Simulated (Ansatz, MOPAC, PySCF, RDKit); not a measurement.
Dimer: C2H4 (SMILES C=C) (first 6 atoms) with C2H6O (SMILES COC); geometry from B3LYP-D3(BJ)/def2-TZVP, rigid monomers moved along the line of their centres of mass till H5···O8 is 2.20 Å.
(charge 0, multiplicity 1):
```xyz
15

C      0.5184    -0.5038     0.2877
C     -0.3977     0.4366     0.4691
H      0.8600    -0.7904    -0.6998
H      0.9667    -1.0288     1.1230
H     -0.7351     0.7185     1.4592
H     -0.8421     0.9575    -0.3710
C      0.7278     0.7554     3.9029
O     -0.6306     0.4756     3.6430
C     -0.9420    -0.8918     3.7990
H      1.3878     0.2099     3.2166
H      0.9993     0.4912     4.9331
H      0.8739     1.8245     3.7583
H     -0.3613    -1.5165     3.1086
H     -2.0013    -1.0121     3.5781
H     -0.7475    -1.2306     4.8248
```

Counterpoise-corrected where a basis set is named; no monomer relaxation. Rows marked so take none. RDKit's UFF carries no charges.

Rows in 6-31G* carry no dispersion term and start afresh at each structure (6-31G* with six Cartesian d functions). The state that PM6 reach isn't checked.

Programs: Ansatz (Gaussian orbitals); MOPAC for PM6 (differences of heats of formation); PySCF for 6-31G* rows; RDKit for the force fields. 

**Question.** One of these levels gives -2.4 kJ/mol for the interaction energy. Name it.
(A) r2SCAN/def2-TZVPPD
(B) UFF
(C) HF/6-31G* (no counterpoise)
(D) PM6

**Answer.** A, r2SCAN/def2-TZVPPD. The others give 9.3 (UFF), -4.6 (PM6), 3.2 (HF/6-31G* (no counterpoise))

Ansatz is a first-principles code.
